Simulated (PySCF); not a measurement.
SCF from a fresh guess for doublet MoH₅, at the PBE0 minimum. PySCF input:

```python
from pyscf import gto, scf, dft
mol = gto.M(atom='''
Mo     0.015670    -0.011000    -0.000000
H     -0.000000    -1.711440    -0.000000
H     -1.266590     0.653770    -0.784420
H      0.505250     0.736190    -1.416060
H      0.505250     0.736190     1.416060
H     -1.266590     0.653770     0.784420''',
    basis={'Mo': 'def2-TZVP', 'H': 'def2-TZVP'},
    ecp={'Mo': 'def2-TZVP'},
    charge=0, spin=1)
mf = dft.UKS(mol, xc='PBE0')
mf.grids.atom_grid = (50, 194)
aux = {'Mo': 'def2-universal-JKFIT', 'H': 'def2-universal-JKFIT'}
mf = mf.density_fit(auxbasis=aux)
mf.conv_tol = 1e-08
mf.diis_space = 10
mf.max_cycle = 60
mf.init_guess = 'minao'
mf.verbose = 4
mf.kernel()
```

Excerpt of the output (cycles alone):

```
init E= -64.3099880570414
cycle= 1 E= -70.8815372305845  delta_E= -6.57  |g|= 0.579  |ddm|= 2.55
cycle= 2 E= -70.4092624336659  delta_E= 0.472  |g|= 1.07  |ddm|= 1.34
cycle= 3 E= -71.0519243138321  delta_E= -0.643  |g|= 0.0919  |ddm|= 1.02
cycle= 4 E= -71.0549571665729  delta_E= -0.00303  |g|= 0.0653  |ddm|= 0.114
cycle= 5 E= -71.0570415883295  delta_E= -0.00208  |g|= 0.0106  |ddm|= 0.0422
cycle= 6 E= -71.057139394887  delta_E= -9.78e-05  |g|= 0.00287  |ddm|= 0.0119
cycle= 7 E= -71.0571661852188  delta_E= -2.68e-05  |g|= 0.0016  |ddm|= 0.00866
cycle= 8 E= -71.057173006618  delta_E= -6.82e-06  |g|= 0.000949  |ddm|= 0.00447
cycle= 9 E= -71.0571747893282  delta_E= -1.78e-06  |g|= 0.000209  |ddm|= 0.0028
cycle= 10 E= -71.0571748921112  delta_E= -1.03e-07  |g|= 3.39e-05  |ddm|= 0.000754
cycle= 11 E= -71.0571748951887  delta_E= -3.08e-09  |g|= 1.28e-05  |ddm|= 0.000102
Extra cycle  E= -71.0571748950543  delta_E= 1.34e-10  |g|= 2.56e-05  |ddm|= 3.02e-05
converged SCF energy = -71.0571748950543  <S^2> = 0.76089119  2S+1 = 2.0108617
```

No lower solution of this spin was found from smeared starts or by a stability analysis within the unrestricted form.

With open d or f shells other occupations or spin states may lie lower.

The search for the lowest solution, 3 starts and the stability check together, took 8.4 s on 2 threads of a shared Arm Neoverse V2 host, with 70 basis functions; the process peaked at 0.48 GiB. Launch command: `OMP_NUM_THREADS=2 python axn.py task.json out`.
